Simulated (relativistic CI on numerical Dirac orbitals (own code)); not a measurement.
Calculated at this level of theory: Dirac-Coulomb-Breit CI, separate exchange-only KLI orbitals for each configuration, a model potential for QED, unscaled Slater integrals (own radial code, finite nucleus).

Configurations in the expansion (outside the closed core 1s2): 2s2, 2s.2p, 2p2, 2p.3s, 2p.3p, 2s.3s, 2s.3p, 2s.3d, 2s.4s, 2s.4p, 2s.4d, 2s.4f, 2s.5s, 3s2, 2s.5p, 2s.5d, 2s.5f, 2s.5g, 3s.3p, 3p2. Levels of other configurations are missing.

At this charge energies of transitions that change n are usually good to better than 1 %, and those within a shell (Δn = 0) to a few per cent.

Outline of the computed level scheme of Br XXXII. Lowest level of each configuration: 2s2 1S_0 at 0.00 eV; 2s.2p 3P°_0 at 60.72 eV; 2p2 3P_0 at 172.79 eV; 2s.3s 3S_1 at 2107.88 eV; 2s.3p 3P°_0 at 2137.94 eV; 2s.3d 3D_1 at 2168.42 eV; 2p.3s 3P°_0 at 2185.18 eV; 2p.3p 3D_1 at 2204.67 eV; 2s.4s 3S_1 at 2832.96 eV.

Some strong electric-dipole decays among the lowest 36 levels: 2s.3d 3D_3 → 2s.2p 3P°_2 (7.9e+13 s⁻¹); 2s.3d 3D_2 → 2s.2p 3P°_1 (6.3e+13 s⁻¹); 2s.3d 1D_2 → 2s.2p 1P°_1 (6.2e+13 s⁻¹); 2s.3d 3D_1 → 2s.2p 3P°_0 (4.9e+13 s⁻¹); 2s.3d 3D_1 → 2s.2p 3P°_1 (3.4e+13 s⁻¹); 2s.3p 1P°_1 → 2s2 1S_0 (2.9e+13 s⁻¹); 2p.3p 1S_0 → 2s.2p 1P°_1 (2.6e+13 s⁻¹); 2p.3p 3P_0 → 2s.2p 3P°_1 (2.6e+13 s⁻¹).

LS names give the leading component of a level, which can be under half, so a name can repeat, a term be missing and a line seem to break the LS rules.
